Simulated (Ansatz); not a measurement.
Calculated with Ansatz (gas phase, PBE0-D4/def2-TZVP geometries, no zero-point term in ΔE). CBS: MP2 limit from def2 TZ/QZ plus the TZ coupled-cluster correction, frozen cores. Functionals use def2-TZVPP. B3LYP here is the variant with VWN-RPA as its local correlation; programs differ in this. HSE06 is defined as in plane-wave codes. For Ge outer-core shells are correlated without core-valence functions, which leaves a few kJ/mol of doubt a bond. Scalar relativity is left out up to krypton. Each species was taken in one conformer, which may not be the lowest.

`BC(C)O[SiH3]` + `[CH3][GeH3]` → `[BH2][GeH2][CH3]` + `CCO[SiH3]`  (formal exchange of groups at a B–C bond)

Is it downhill or uphill in electronic energy at CCSD(T)/CBS, and by how much? (Estimate.)

The calculation gave: Uphill: ΔE = +3.0 kJ/mol.

What do these levels give: r2SCAN-D4, r2SCANh-D4, HSE06-D4, PBE, B3LYP, HSE06, CCSD/def2-SVP, CCSD(T)/def2-SVP, HF/def2-TZVPP, HF/CBS(def2), MP2/CBS(def2), CCSD/CBS(def2)? (Estimate.)

Ansatz gave: r2SCAN-D4 6.7, r2SCANh-D4 6.6, HSE06-D4 5.1, PBE 2.6, B3LYP 3.4, HSE06 2.9, CCSD/def2-SVP 9.2, CCSD(T)/def2-SVP 10.4, HF/def2-TZVPP 2.7, HF/CBS(def2) 3.8, MP2/CBS(def2) 5.5, CCSD/CBS(def2) 1.9 kJ/mol.

Largest T1 diagnostic among the species: 0.011.

From BLYP to BHLYP (50 % exact exchange), in def2-TZVPP and without D4, ΔE moves by +3.0 kJ/mol. The D4 term adds +4.5 kJ/mol with B3LYP and +2.4 kJ/mol with PBE0; it sums over pairs of atoms, weighted by their polarisabilities, and B3LYP, whose exchange is more repulsive, gets the larger term. Leaving LDA and LC-ωPBE aside and taking each functional with its dispersion term where it has one, the values, not all of them listed here, spread over 5.5 kJ/mol, from PBE-QIDH to ωB97M-V. LDA lies +10.9 kJ/mol from PBE without D4.
